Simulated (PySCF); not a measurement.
K(OH), HKO, SMILES [OH][K] (B3LYP/def2-SVP optimised geometry):

```
3

K      1.577     0.000     0.000
O     -0.614     0.000     0.000
H     -1.577     0.000    -0.001
```

Method: PySCF with B3LYP/def2-TZVP.

Q: What are the frontier orbital energies and the dipole moment?

A: HOMO-2 -8.42 eV, HOMO-1 -4.62 eV, HOMO -4.62 eV, LUMO -1.14 eV, LUMO+1 0.71 eV; dipole moment 6.86 D.

On the same geometry PBE/def2-TZVP (PySCF) gives HOMO-2 -7.10 eV, HOMO-1 -3.35 eV, HOMO -3.35 eV, LUMO -1.33 eV, LUMO+1 0.49 eV; dipole moment 6.70 D.

Meta-Löwdin charges at B3LYP/def2-TZVP: K1 0.87, O2 -1.16, H3 0.29.
